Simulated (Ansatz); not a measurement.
Ansatz (a program for electronic structure) input (CCSD(T)/def2-SVPD):

Ansatz 0.2 input:
```yaml
crystal:
  periodic: [false, false, false]
  atoms:
    - {symbol: Sn, position_ang: [0.00824810, 0.00044421, -0.25871245]}
    - {symbol: F, position_ang: [0.75150045, 1.42315253, 0.74578065]}
    - {symbol: F, position_ang: [-0.79732324, -1.42562035, 0.69151074]}
basis:
  gaussian:
    orbitals: def2-SVPD
total_charge: 1
magnetization: {spin_polarized: true, initial_magnetization: 1}
correlation: {method: ccsd_t, electrons: outside_noble_gas}
output: {forces: true}
```

Output:

```
Functional definition: HF
integrals: 0.11 GiB planned
868 factors; integrals over basis functions are off by at most 1.4e-4 eV
mean field: 0.30 GiB planned
mean field evaluation 1: about -11194.4450 eV, gradient 5.4e1 eV
mean field evaluation 2: about -11194.5290 eV, gradient 5.4e1 eV
mean field evaluation 4: about -11204.8398 eV, gradient 2.8e0 eV
mean field evaluation 8: about -11205.0142 eV, gradient 9.8e-2 eV
mean field evaluation 16: about -11197.3644 eV, gradient 4.9e1 eV
mean field evaluation 32: about -11199.0402 eV, gradient 7.3e0 eV
mean field evaluation 64: about -11200.9261 eV, gradient 5.5e-1 eV
mean field evaluation 96: about -11191.5221 eV, gradient 3.3e1 eV
mean field evaluation 128: about -11200.9405 eV, gradient 2.7e-2 eV
mean field evaluation 160: about -11199.7912 eV, gradient 6.6e0 eV
mean field evaluation 192: about -11199.4683 eV, gradient 5.7e-3 eV
mean field evaluation 224: about -11197.0653 eV, gradient 1.1e-2 eV
mean field -11205.01454218 eV, -411.7766893935 hartree, gradient 2.9e-6 eV, S^2 0.773419; 0 other end points of the search recorded, 0 dependent functions left out
11 core orbitals not correlated, not the lowest: weight in the atoms' cores, before any rotation towards them, 0.646 or more for the frozen orbitals, at most 0.351 for the correlated occupied ones
reference -11205.01454218 eV, -411.7766893935 hartree; 9, 8 occupied and 58, 59 virtual orbitals, 868 factors
densities: 0.51 GiB planned
second order -12.42773559 eV of doubles, -0.00000000 eV of singles
coupled cluster: 0.37 GiB planned
cycle   1  -11.94531296 eV  change    4.8e-1 eV  update   1.3e-1
cycle   2  -12.33506162 eV  change   -3.9e-1 eV  update   4.8e-2
cycle   3  -12.44981232 eV  change   -1.1e-1 eV  update   2.6e-2
cycle   4  -12.45301734 eV  change   -3.2e-3 eV  update   7.7e-3
cycle   5  -12.44584734 eV  change    7.2e-3 eV  update   3.6e-3
cycle   6  -12.44688134 eV  change   -1.0e-3 eV  update   1.6e-3
cycle   7  -12.44762018 eV  change   -7.4e-4 eV  update   8.9e-4
cycle   8  -12.44742804 eV  change    1.9e-4 eV  update   4.6e-4
cycle   9  -12.44747051 eV  change   -4.2e-5 eV  update   2.2e-4
cycle  10  -12.44749451 eV  change   -2.4e-5 eV  update   7.0e-5
cycle  11  -12.44744738 eV  change    4.7e-5 eV  update   3.7e-5
cycle  12  -12.44747802 eV  change   -3.1e-5 eV  update   1.4e-5
cycle  13  -12.44747652 eV  change    1.5e-6 eV  update   5.6e-6
cycle  14  -12.44747964 eV  change   -3.1e-6 eV  update   2.1e-6
cycle  15  -12.44748113 eV  change   -1.5e-6 eV  update   8.5e-7
perturbative correction -0.35244157 eV, -0.0129519888 hartree
the calculation of the forces begins
mean field evaluation 256: about -11205.0145 eV, gradient 2.9e-6 eV
Total energy: -11217.81446488 eV, -412.2470778767 hartree
Atom 0 at     0.008248     0.000444    -0.258712 Å, force     0.018621     0.001003    -0.584083 eV/Å
Atom 1 at     0.751500     1.423153     0.745781 Å, force     0.206047     0.395608     0.299587 eV/Å
Atom 2 at    -0.797323    -1.425620     0.691511 Å, force    -0.224668    -0.396611     0.284495 eV/Å
Dipole moment:     0.023002     0.001239    -0.721495 e Å
```
